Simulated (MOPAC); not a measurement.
Input file for MOPAC: PM6 on F2H2Si (SMILES F[SiH2]F), a point of a bond scan (R = 2.785 Å).

```
PM6 1SCF PRECISE CHARGE=0 THREADS=1
F2H2Si

Si     0.22395286 1    -0.14590633 1     0.36051960 1
F     -1.73450679 1    -1.55459112 1    -1.03171509 1
F      0.40909919 1     1.26754447 1    -0.34742940 1
H      1.48976880 1    -0.88621093 1     0.26168676 1
H     -0.25049912 1     0.07882097 1     1.73329117 1
```

The log:

```
*******************************************************************************
 **                                                                           **
 **                              MOPAC v23.2.5                                **
 **                                                                           **
 *******************************************************************************
 ** MOPAC's Digital Object Identifier: https://doi.org/10.5281/zenodo.6511958 **
 **                                                                           **
 ** Please cite the open-source release paper for use of this MOPAC version:  **
 ** J. E. Moussa and J. J. P. Stewart (2026)                                  **
 ** MOPAC: An open-source semiempirical molecular orbital program             **
 ** J. Open Source Softw., 11(119), 8025, https://doi.org/10.21105/joss.08025 **
 *******************************************************************************

                              PM6 CALCULATION RESULTS

 *******************************************************************************
 *  PM6        - The PM6 Hamiltonian to be used
 *
 *
 *
 *                 CHARGE ON SYSTEM = 0
 *
 *
 *
 *  PRECISE    - TIGHTER CRITERIA TO BE USED
 *  1SCF       - DO 1 SCF AND THEN STOP
 *  THREADS=1  - MULTI-THREADING NOT USED
 *  T=         - A TIME OF 172800.0 SECONDS REQUESTED
 *  DUMP=N     - RESTART FILE WRITTEN EVERY 7200.0 SECONDS REQUESTED
 *******************************************************************************
PM6 1SCF PRECISE CHARGE=0 THREADS=1
 F2H2Si

   ATOM   CHEMICAL          X               Y               Z
  NUMBER   SYMBOL      (ANGSTROMS)     (ANGSTROMS)     (ANGSTROMS)

     1      Si          0.22395286  *  -0.14590633  *   0.36051960  *
     2       F         -1.73450679  *  -1.55459112  *  -1.03171509  *
     3       F          0.40909919  *   1.26754447  *  -0.34742940  *
     4       H          1.48976880  *  -0.88621093  *   0.26168676  *
     5       H         -0.25049912  *   0.07882097  *   1.73329117  *



          CARTESIAN COORDINATES

    NO.       ATOM           X           Y           Z

     1        Si          0.2240     -0.1459      0.3605
     2         F         -1.7345     -1.5546     -1.0317
     3         F          0.4091      1.2675     -0.3474
     4         H          1.4898     -0.8862      0.2617
     5         H         -0.2505      0.0788      1.7333

 General Reference for PM6:
 "Optimization of Parameters for Semiempirical Methods V: Modification of NDDO Approximations
 and Application to 70 Elements", J. J. P. Stewart, J. Mol. Mod., 13, 1173-1213 (2007)
 URL: https://link.springer.com/article/10.1007/s00894-007-0233-4

           Empirical Formula: H2 Si F2  =     5 atoms



      MOLECULAR POINT GROUP   :   Cs


      RHF CALCULATION, NO. OF DOUBLY OCCUPIED LEVELS = 10


 -------------------------------------------------------------------------------
 PM6 1SCF PRECISE CHARGE=0 THREADS=1
 F2H2Si



     1SCF WAS SPECIFIED, SO BFGS WAS NOT USED
     SCF FIELD WAS ACHIEVED


                              PM6 CALCULATION
                                                       MOPAC v23.2.5 Linux




          FINAL HEAT OF FORMATION =        -74.46517 KCAL/MOL =    -311.56228 KJ/MOL


          COSMO AREA              =        101.60 SQUARE ANGSTROMS
          COSMO VOLUME            =         85.80 CUBIC ANGSTROMS

          IONIZATION POTENTIAL    =          9.670404 EV
          HOMO LUMO ENERGIES (EV) =         -9.670 -1.760
          NO. OF FILLED LEVELS    =         10
          MOLECULAR WEIGHT        =         68.0981         POINT GROUP:  Cs

          MOLECULAR DIMENSIONS (Angstroms)

            Atom       Atom       Distance
            F     3    F     2     3.60940
            H     4    H     5     2.47496
            H     4    F     2     1.94612


          SCF CALCULATIONS        =          1





   ATOM   CHEMICAL          X               Y               Z
  NUMBER   SYMBOL      (ANGSTROMS)     (ANGSTROMS)     (ANGSTROMS)

     1      Si          0.22395286  *  -0.14590633  *   0.36051960  *
     2       F         -1.73450679  *  -1.55459112  *  -1.03171509  *
     3       F          0.40909919  *   1.26754447  *  -0.34742940  *
     4       H          1.48976880  *  -0.88621093  *   0.26168676  *
     5       H         -0.25049912  *   0.07882097  *   1.73329117  *

                             CARTESIAN COORDINATES

   1   Si        0.223952860    -0.145906330     0.360519600
   2    F       -1.734506790    -1.554591120    -1.031715090
   3    F        0.409099190     1.267544470    -0.347429400
   4    H        1.489768800    -0.886210930     0.261686760
   5    H       -0.250499120     0.078820970     1.733291170


           Empirical Formula: H2 Si F2  =     5 atoms



      MOLECULAR POINT GROUP   :   Cs


                  EIGENVALUES
 -41.57251 -33.07104 -18.85369 -16.79455 -16.67346 -15.41236 -12.71047 -10.80982
 -10.80843  -9.67040  -1.76024  -0.91875  -0.73738  -0.36152   0.35644   0.40704
   2.11250   3.38752   3.39403


              NET ATOMIC CHARGES AND DIPOLE CONTRIBUTIONS

  ATOM NO.   TYPE          CHARGE      No. of ELECS.   s-Pop       p-Pop       d-Pop
    1         Si           1.011314        2.9887     1.14619     1.15058     0.69191
    2          F          -0.736066        7.7361     1.99641     5.73965
    3          F          -0.323275        7.3233     1.93020     5.39307
    4          H           0.024013        0.9760     0.97599
    5          H           0.024013        0.9760     0.97599
 DIPOLE           X         Y         Z       TOTAL
 POINT-CHG.     6.728     2.726     6.168     9.526
 HYBRID        -1.243    -0.019    -1.458     1.916
 SUM            5.484     2.707     4.711     7.720


          ATOMIC ORBITAL ELECTRON POPULATIONS

     Atom    s        px        py        pz      x^2-y^2     xz        z^2       yz        xy
    1 Si   1.14619   0.46789   0.25680   0.42589   0.12670   0.05057   0.22605   0.12548   0.16311
    2  F   1.99641   1.87437   1.92603   1.93926
    3  F   1.93020   1.87169   1.68605   1.83533
    4  H   0.97599
    5  H   0.97599

 **********************
 *                    *
 * JOB ENDED NORMALLY *
 *                    *
 **********************




 == MOPAC DONE ==
```

The run finished.

Cost: roughly 0.04 core-seconds.
